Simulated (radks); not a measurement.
Results of a calculation; reference values are marked as such.
Problem. The oxygen anion O2-, [Ne], held by a Watson sphere: a shell of charge +2 at radius R that stands for the Madelung well of a crystal (potential energy -2/R inside, -2/r outside, in hartree with lengths in bohr). Code: a radial shooting solver on a logarithmic mesh with Libxc functionals. Model: scalar-relativistic Kohn-Sham, PBE, spin-polarised, spherical densities, finite nucleus; Fermi nuclear charge, rms radius of each element as measured or else 0.836 A^(1/3) + 0.57 fm. Response by self-consistent Sternheimer equations with the Hartree and adiabatic LDA kernel, the relativistic mass of each level held fixed and spin-orbit coupling left out. The sphere does not respond.

R (bohr)  e(1s) (eV)  e(2s) (eV)  e(2p) (eV)  <r> 2p (bohr)  sum of <r^2> (bohr^2)  X-ray form factor at sin(theta)/lambda = 0.3 1/angstrom  alpha (bohr^3)
1.81         -508.52     -22.970      -8.426          1.445                  20.35                                                    4.220           12.28
2.06         -508.53     -21.800      -7.499          1.506                  22.12                                                    4.139           15.81
2.63         -508.10     -19.763      -5.741          1.631                  26.15                                                    4.061           27.67
3.15         -507.56     -18.494      -4.536          1.733                  29.97                                                    4.047           45.10

Estimate the row for R = 3.75 bohr.

Solution. e(1s) (eV) -506.99; e(2s) (eV) -17.495; e(2p) (eV) -3.516; <r> 2p (bohr) 1.842; sum of <r^2> (bohr^2) 34.73; X-ray form factor at sin(theta)/lambda = 0.3 1/angstrom 4.048; alpha (bohr^3) 77.47.
